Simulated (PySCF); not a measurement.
# Fractional electron number in Zr²⁺ (zirconium, charge +2)

The 4d alpha orbital of [Kr] 4d2 is emptied in steps (occupation f), with all orbitals relaxed, ending at [Kr] 4d1. Computed with PySCF 2.14 in def2-TZVPPD with the def2 core potential (28 electrons), with a scalar-relativistic core potential. The exact energy is a straight line in f; departures are measured from the line between the end points of the same method.

```json
{"f": "1", "BHandHLYP (eV)": "0.000", "wB97X (eV)": "0.000", "BLYP (eV)": "0.000"}
{"f": "0.9", "BHandHLYP (eV)": "-0.215", "wB97X (eV)": "-0.111", "BLYP (eV)": "-0.467"}
{"f": "0.7", "BHandHLYP (eV)": "-0.502", "wB97X (eV)": "-0.260", "BLYP (eV)": "-1.097"}
{"f": "0.5", "BHandHLYP (eV)": "-0.598", "wB97X (eV)": "-0.310", "BLYP (eV)": "-1.313"}
{"f": "0.3", "BHandHLYP (eV)": "-0.503", "wB97X (eV)": "-0.259", "BLYP (eV)": "-1.108"}
{"f": "0.1", "BHandHLYP (eV)": "-0.216", "wB97X (eV)": "-0.110", "BLYP (eV)": "-0.477"}
{"f": "0", "BHandHLYP (eV)": "0.000", "wB97X (eV)": "0.000", "BLYP (eV)": "0.000"}
```

| method | E(f=0) − E(f=1) (eV) | −ε at f=1 (eV) | −ε at f=0.5 (eV) |
| --- | --- | --- | --- |
| BHandHLYP | 23.183 | 20.798 | 23.181 |
| wB97X | 22.888 | 21.652 | 22.892 |
| BLYP | 23.273 | 18.099 | 23.239 |

Orbital energy along the path (eV):

```csv
f,BHandHLYP,wB97X,BLYP
1,-20.798,-21.652,-18.099
0.9,-21.271,-21.895,-19.105
0.7,-22.224,-22.391,-21.152
0.5,-23.181,-22.892,-23.239
0.3,-24.139,-23.390,-25.359
0.1,-25.101,-23.870,-27.502
0,-25.592,-24.102,-28.580
```

Reference removal energy between the ground levels: 23.170 eV (semi-empirical (NIST evaluation); NIST Atomic Spectra Database, ionization energies). The calculation has no spin-orbit coupling.
